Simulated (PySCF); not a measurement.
Work out the structure from these simulated measurements.

Formula: C4H12O2P2.

- UV, first state: lowest singlet excitation: 6.35 eV (195 nm, f = 0.046) [TDDFT CAM-B3LYP/def2-SVPD]
- Triplet: lowest triplet excitation (Tamm–Dancoff): 5.36 eV [TDA CAM-B3LYP/def2-SVPD]
- Rotational structure: rotational constants A, B, C: 2.190, 0.881, 0.824 GHz [PBE0-D3(BJ)/def2-SVP]
- NMR, other nuclei: isotropic shieldings of nuclei other than C and H, by class: 245 (1 O), 342 (1 O), 293 (1 P), 423 (1 P) ppm [GIAO PBE0/pcSseg-1]
- Polarisability: 105.4 au [CAM-B3LYP/def2-SVPD]
- 1H NMR: chemical shifts (computed TMS as zero) by class: 4.08 (1 H), 3.70 (1 H), 3.17 (1 H), 2.12 (1 H), 1.96 (1 H), 1.55 (3 H), 1.28 (3 H), 0.96 (1 H) ppm [GIAO PBE0/pcSseg-1]
- 13C NMR: chemical shifts (computed TMS as zero) by class: 58.3 (1 C), 24.3 (1 C), 16.3 (1 C), 8.0 (1 C) ppm [GIAO PBE0/pcSseg-1]
- Valence photoelectron: vertical ionisation energy: 9.12 eV [ΔSCF CAM-B3LYP/def2-SVPD]

Electronic properties: PySCF, gas phase, density fitting. Levels stand in brackets. Isolated species at its PBE0-D3(BJ)/def2-SVP geometry (one conformer only). NMR classes are plain means over equivalent atoms (diastereotopic ones count apart unless rotation or inversion swaps them), as if these changed places fast.

Question: What is the compound? Reason from the data.

Answer: Numbering: `[CH3:1][PH:2][CH2:3][P@:4]([CH3:5])(=[O:6])[CH2:7][OH:8]`. 4 carbons fall into 4 classes; from least to most shielded: carbinol carbon (C–OH) [C7] (58.3 ppm), sp3 carbon bound to phosphorus [C3] (24.3 ppm), sp3 carbon bound to phosphorus [C5] (16.3 ppm), sp3 carbon bound to phosphorus [C1] (8.0 ppm). Hydrogen classes from least to most shielded: 1 H on a carbinol carbon (C–OH), C7 (4.08 ppm), 1 H on a phosphine phosphorus, P2 (3.70 ppm), 1 H on a carbinol carbon (C–OH), C7 (3.17 ppm), 1 H on an alcohol oxygen, O8 (2.12 ppm), 1 H on an sp3 carbon bound to phosphorus, C3 (1.96 ppm), 3 H on an sp3 carbon bound to phosphorus, C1 (1.55 ppm, a mean of values up to 1.8 ppm apart in this geometry), 3 H on an sp3 carbon bound to phosphorus, C5 (1.28 ppm, a mean of values up to 1.2 ppm apart in this geometry), 1 H on an sp3 carbon bound to phosphorus, C3 (0.96 ppm). The other shieldings belong to: 245 ppm, phosphoryl oxygen [O6]; 342 ppm, alcohol oxygen [O8]; 293 ppm, phosphoryl phosphorus [P4]; 423 ppm, phosphine phosphorus [P2]. The first electron is taken from the HOMO, whose largest Löwdin shares are 0.56 on the phosphine phosphorus, 0.10 on each of 2 atoms of one kind (sp3 carbon bound to phosphorus) and 0.07 on the P–H hydrogen. The optimised geometry has point group C1 and is an asymmetric top. Structure: `CPC[P@](C)(=O)CO`. The assignments are read from this structure; whether some other isomer fits the data as well wasn't checked. The mirror image fits equally.

The values belong to the conformer `[CH3:1][PH:2][CH2:3][P@:4]([CH3:5])(=[O:6])[CH2:7][OH:8]`: C1–P2–C3–P4 -79°, P2–C3–P4–C5 174°, C3–P4–C7–O8 164°, H–O8–C7–P4 -40°.
